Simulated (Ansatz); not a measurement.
`B[CH](Cl)[GeH3]` and `B[CH]([SiH3])[GeH3]` differ in one atom or group.

Ansatz, PBE0-D4/def2-TZVP geometries, multiplicity 1. 

Scalar relativity is left out up to krypton.

| property | `B[CH](Cl)[GeH3]` |
| --- | --- |
| LUMO energy (ωB97M-V/def2-TZVPP) / eV | 0.31 |
| HOMO–LUMO gap (ωB97M-V/def2-TZVPP) / eV | 10.35 |
| HOMO energy (PBE0/def2-TZVPP) / eV | -7.86 |
| LUMO energy (PBE/def2-TZVPP) / eV | -2.54 |
| HOMO–LUMO gap (B3LYP/def2-TZVPP) / eV | 5.82 |
| size of the dipole moment (B3LYP/def2-TZVPP) / D | 1.68 |

(1) What does the change do to each property? (Estimate.)

## Answers

(1) The calculation gave: 
```json
{"property": "LUMO energy (ωB97M-V/def2-TZVPP) / eV", "`B[CH]([SiH3])[GeH3]`": "0.56", "shift": "0.25"}
{"property": "HOMO–LUMO gap (ωB97M-V/def2-TZVPP) / eV", "`B[CH]([SiH3])[GeH3]`": "11.26", "shift": "0.91"}
{"property": "HOMO energy (PBE0/def2-TZVPP) / eV", "`B[CH]([SiH3])[GeH3]`": "-8.50", "shift": "-0.64"}
{"property": "LUMO energy (PBE/def2-TZVPP) / eV", "`B[CH]([SiH3])[GeH3]`": "-2.26", "shift": "0.28"}
{"property": "HOMO–LUMO gap (B3LYP/def2-TZVPP) / eV", "`B[CH]([SiH3])[GeH3]`": "6.81", "shift": "0.99"}
{"property": "size of the dipole moment (B3LYP/def2-TZVPP) / D", "`B[CH]([SiH3])[GeH3]`": "0.94", "shift": "-0.74"}
```

With PBE0 the HOMO falls by 0.64 eV and the LUMO rises by 0.29 eV, so the gap widens by about 0.93 eV. PBE moves the HOMO by -0.62 eV and ωB97M-V by -0.65 eV. Dipoles are sizes alone; their direction can turn.

B3LYP here is the variant with VWN-RPA as its local correlation; programs differ in this.
